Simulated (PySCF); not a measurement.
# One molecule, several mistakes: ClH3O2Si

All numbers below are calculated, not measured. The program is PySCF 2.14.0, an open-source quantum chemistry code, run on an isolated molecule that a program drew, which may never have been made. The molecule is ClH3O2Si (charge 0, singlet), drawn as the SMILES string `O[SiH](O)Cl`.

Each row is a Hartree-Fock (HF) and frozen-core CCSD(T) single point in the cc-pV(D+d)Z basis, meant for a local HF minimum. Run 1 is clean. Each other run has one planted mistake out of seven kinds, and not every kind appears here: one electron removed, one electron added, multiplicity raised by two, geometry at a saddle point, minimal basis STO-3G, one bond length entered in bohr, all coordinates scaled. The reference is restricted for singlets and unrestricted otherwise, and also for a bond in bohr. Adding or removing an electron swaps singlet and doublet. Electrons count all cores. HOMO and LUMO are orbital energies over both spins, the gradient is its largest component, and the lowest frequency (negative if imaginary) is given only where the gradient is small. Bond lengths are over the 6 bonds as drawn. T1 is the CCSD diagnostic: over 0.02 (restricted) or 0.045 (unrestricted) a single reference is doubtful.

Geometry of the clean run:
```xyz
7
ClH3O2Si, angstrom
O     0.6908   -1.9263    2.1275
Si    1.2087   -0.3861    2.0044
O     1.5662   -0.0648    0.4572
Cl   -0.3106    0.8408    2.6953
H     0.1358   -2.1855    2.8478
H     2.3963   -0.0962    2.7979
H     0.9504   -0.2871   -0.2260
```

| run | electrons | basis functions | <S^2> | HOMO (eV) | LUMO (eV) | gradient (hartree/bohr) | lowest frequency (cm^-1) | mean bond (Å) | longest bond (Å) | T1 | HF (hartree) | CCSD(T) (hartree) | mistake |
|---|---|---|---|---|---|---|---|---|---|---|---|---|---|
| 1 | 50 | 89 | 0.000 | -12.54 | 4.69 | 3.2e-05 | 191 | 1.4451 | 2.071 | 0.0107 | -900.07855 | -900.72770 | no fault |
| 2 | 50 | 89 | 0.000 | -12.42 | 3.83 | 4.8e-02 | - | 1.5419 | 2.210 | 0.0126 | -900.04709 | -900.70863 | all coordinates scaled |
| 3 | 51 | 89 | 0.753 | 3.84 | 8.99 | 7.0e-02 | - | 1.4451 | 2.071 | 0.0631 | -899.91888 | -900.59191 | one electron added |
| 4 | 50 | 89 | 0.812 | -9.80 | 1.94 | 1.0e-02 | - | 1.6612 | 2.754 | 0.0435 | -899.95576 | -900.59750 | ? |

**Which mistake was planted in run 4, and what did it cost?**

The mean bond changes by a factor of 1.150 and the longest by 1.330, so the molecule wasn't scaled as a whole. A length L in bohr read as angstrom grows by (1/0.5292 - 1) L = 0.890 L. The 6 bonds together grew by 6 x 0.2161 = 1.297 Å, which gives L = 1.457 Å. That is bond Si2-H6, 1.457 Å in the clean geometry. So the mistake is: one bond length entered in bohr. Subtracting run 1 and multiplying by 627.51 kcal/mol a hartree, the energy moved by 77.1 kcal/mol in HF and 81.7 kcal/mol in CCSD(T).

Cautions from the logs. Run 3: T1 is over the limit, so its CCSD(T) energy is less reliable and the HOMO is above zero, so the electron isn't bound and the energy depends on the basis.
